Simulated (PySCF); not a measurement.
## Radial density of B²⁺ (boron, charge +2)

UHF, [He] 2s1, 2S determinant. All numbers are calculated (PySCF 2.14, the spin-free X2C one-electron Hamiltonian (Gaussian nucleus), in aug-cc-pVQZ-DK).

| r (bohr) | 4πr²ρ (e/bohr) | 4πr²(ρα − ρβ) |
| --- | --- | --- |
| 0.00493 | 0.02144 | 0.0008 |
| 0.00829 | 0.05795 | 0.0021 |
| 0.0140 | 0.1539 | 0.0055 |
| 0.0235 | 0.3943 | 0.0141 |
| 0.0395 | 0.9492 | 0.0335 |
| 0.0664 | 2.053 | 0.0708 |
| 0.112 | 3.721 | 0.1207 |
| 0.188 | 5.033 | 0.1363 |
| 0.316 | 4.207 | 0.0512 |
| 0.531 | 1.644 | 0.0116 |
| 0.894 | 0.5744 | 0.3949 |
| 1.50 | 0.6652 | 0.6629 |
| 2.53 | 0.1921 | 0.1921 |
| 4.25 | 0.004520 | 0.0045 |

Densities and radii are taken from the X2C orbitals without a picture-change correction, which distorts them close to the nucleus.
